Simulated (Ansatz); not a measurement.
Ansatz (a quantum-chemistry and plane-wave program) input (CCSD(T)/def2-TZVPP):

Ansatz 0.2 input:
```yaml
crystal:
  periodic: [false, false, false]
  atoms:
    - {symbol: Lu, position_ang: [0.18190811, 0.11300637, 0.04188786]}
    - {symbol: F, position_ang: [-1.11846589, 0.59716403, -1.23764703]}
    - {symbol: F, position_ang: [-0.31658702, -1.48865873, 0.90719835]}
basis:
  gaussian:
    orbitals: def2-TZVPP
total_charge: 1
magnetization: {spin_polarized: false}
correlation: {method: ccsd_t, electrons: outside_noble_gas}
```

Output:

```
Functional definition: HF
integrals: 0.48 GiB planned
1188 factors; integrals over basis functions are off by at most 4.5e-4 eV
mean field: 0.77 GiB planned
mean field evaluation 1: about -38936.5165 eV, gradient 9.2e1 eV
mean field evaluation 2: about -38936.5865 eV, gradient 9.2e1 eV
mean field evaluation 4: about -38948.6337 eV, gradient 1.4e1 eV
mean field evaluation 8: about -38948.7708 eV, gradient 8.7e-1 eV
mean field evaluation 16: about -38948.7726 eV, gradient 2.4e-6 eV
mean field -38948.77258062 eV, -1431.3409919115 hartree, gradient 2.4e-6 eV, S^2 0.000000; 0 other end points of the search recorded, 0 dependent functions left out
22 core orbitals not correlated, not the lowest: weight in the atoms' cores, before any rotation towards them, 0.618 or more for the frozen orbitals, at most 0.375 for the correlated occupied ones
reference -38948.77258062 eV, -1431.3409919115 hartree; 8, 8 occupied and 137, 137 virtual orbitals, 1188 factors
second order -15.24157733 eV of doubles, -0.00000000 eV of singles
coupled cluster: 0.80 GiB planned
cycle   1  -14.59529115 eV  change    6.5e-1 eV  update   1.1e-1
cycle   2  -14.94086220 eV  change   -3.5e-1 eV  update   4.5e-2
cycle   3  -15.02382309 eV  change   -8.3e-2 eV  update   1.6e-2
cycle   4  -15.01819128 eV  change    5.6e-3 eV  update   4.7e-3
cycle   5  -15.01187278 eV  change    6.3e-3 eV  update   1.4e-3
cycle   6  -15.01160568 eV  change    2.7e-4 eV  update   5.3e-4
cycle   7  -15.01181711 eV  change   -2.1e-4 eV  update   1.6e-4
cycle   8  -15.01174467 eV  change    7.2e-5 eV  update   5.9e-5
cycle   9  -15.01172829 eV  change    1.6e-5 eV  update   1.7e-5
perturbative correction -0.46028235 eV, -0.0169150643 hartree
Total energy: -38964.24459125 eV, -1431.9095778150 hartree
```
